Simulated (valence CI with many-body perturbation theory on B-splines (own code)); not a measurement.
# Pm LV: key properties

Computed by valence CI with perturbative core correlation (CI+MBPT): five valence electrons over a frozen Dirac-Fock core [He], radial functions for each j: 9 s, 9 p, 8 d, 6 f, 3 g, 1 h, with the one-electron correlation potential Σ1 (screened to all orders), the two-electron term Σ2, the three-electron term Σ3, Breit, model QED; selected single and double excitations, second order for the rest, scaled by the run's own slope (own B-spline code, finite nucleus).

The last digits are not significant, and no measured levels were compared; by estimate large intervals hold to a few tenths of a per cent, small ones and those within an open d or f shell to about a per cent. Among the levels kept, up to 3800 cm⁻¹ of a level comes from second order outside the variational space, and about a tenth of that is noise between levels of different J, which matters for small intervals.

Levels are named by their leading jj configuration (3d3/2^4 stands for four electrons in 3d with j = 3/2), which in mixed levels can hold well under half, so a name can repeat and another be missing.

Rates and lifetimes use the calculated energies. Strong lines usually hold to 10 to 20 %, long lifetimes can be off by a factor of two.

Task: What is the ground level?

Result: (2s^2 2p1/2^2 2p3/2) J=3/2, composition 48 % 2s²2p³ ²P° + 27 % 2s²2p³ ²D° + 26 % 2s²2p³ ⁴S°, g = 1.338.

Task: How well does LS coupling describe the low levels?

Result: Among the lowest 20 levels the leading LS term, summed over configurations, holds 62 % on average. For single configurations the figures are 62 % in LS and 99 % in jj coupling. Terms mix most in the J = 3/2 level at 454.02 Ry, where the leading one holds 33 %.

Task: Among levels below 515.64 Ry, which E1 lines absorb most strongly from the ground level?

Result: to (2s^2 2p1/2^2 3d5/2) J=5/2 at 0.1966 nm, f = 0.539; to (2s^2 2p1/2 2p3/2 3d3/2) J=5/2 at 0.1808 nm, f = 0.444; to (2s^2 2p1/2 2p3/2 3d3/2) J=3/2 at 0.1808 nm, f = 0.352.

Task: What is the ionisation energy?

Result: 10943 eV; NIST lists 10942 ± 5 eV (theoretical).

Task: Name the longest-lived excited levels whose lifetime is computed, and their main decay.

Result: (2s^2 2p1/2 2p3/2^2) J=5/2 at 43.23 Ry lives 3.29 ns, mostly by M1 to (2s^2 2p1/2^2 2p3/2) J=3/2; (2s^2 2p1/2 2p3/2^2) J=1/2 at 46.03 Ry lives 925 ps, mostly by M1 to (2s^2 2p1/2^2 2p3/2) J=3/2; (2s^2 2p1/2 2p3/2^2) J=3/2 at 41.64 Ry lives 561 ps, mostly by M1 to (2s^2 2p1/2^2 2p3/2) J=3/2.
